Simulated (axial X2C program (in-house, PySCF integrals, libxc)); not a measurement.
Low determinants of RhH⁺ at the PBE0 level, two-component

Calculated with an axial X2C code built on PySCF integrals. Two-component (2c) means X2C with spin–orbit coupling and atomic mean-field two-electron Coulomb and Gaunt terms. Basis: Rh dyall-cv3z [12s12p8d5f3g], H dyall-v3z [6s2p1d] (cores contracted in-house); Gaussian nuclei, density fitting, unrestricted open shells. Masses: Rh 102.906 u, H 1.008 u.

Search at 1.489 Å (vertical energies from the lowest determinant):

```
ΔE (eV)    state  electrons beyond evenly filled partner blocks  electrons in ±ω = 1/2, 3/2, 5/2, 7/2
   0.00  Ω = 5/2                                        ω = 5/2                             28 14 3 0
   0.25  Ω = 3/2                                        ω = 3/2                             28 13 4 0
   0.67  Ω = 9/2                      ω = 1/2, ω = 3/2, ω = 5/2                             29 13 3 0
   0.76  Ω = 3/2                     ω = 1/2, ω = -3/2, ω = 5/2                             29 13 3 0
   0.78  Ω = 1/2                                        ω = 1/2                             27 14 4 0
   1.12  Ω = 1/2                                        ω = 1/2                             29 12 4 0
   1.30  Ω = 7/2                     ω = -1/2, ω = 3/2, ω = 5/2                             29 13 3 0
```

Lowest determinant, Ω = 5/2 (⟨Sz⟩ = 0.50, ⟨Lz⟩ = 2.00 at PBE0): Re = 1.488 Å, ωe = 2286.6 cm⁻¹.

The determinant in row 2 of the search, Ω = 3/2 (⟨Sz⟩ = -0.44, ⟨Lz⟩ = 1.94 at PBE0), was followed along the bond at PBE0; measured from the minimum of the lowest determinant it gives:

Te = 0.255 eV (2054 cm⁻¹), Re = 1.489 Å, ωe = 2283.6 cm⁻¹.

(1) Compare the bond of the determinant in row 2 with that of the lowest one.

The search compares states at one distance, so a state with another bond length can lie lower; it is not exhaustive and yields mostly the lowest determinant of each block pattern, so other components and higher states of one pattern are missing. These are energies of single determinants, not of spin-adapted states; PBE0 term energies can be off by some tenths of an eV, and the functional has no current term.

Results:

(1) At PBE0 its Re is 0.001 Å longer and its force constant, which goes as ωe², is 1.00 times that of the lowest determinant. T0 ≈ Te + Δωe/2 = 2054 + (-2) = 2052 cm⁻¹.
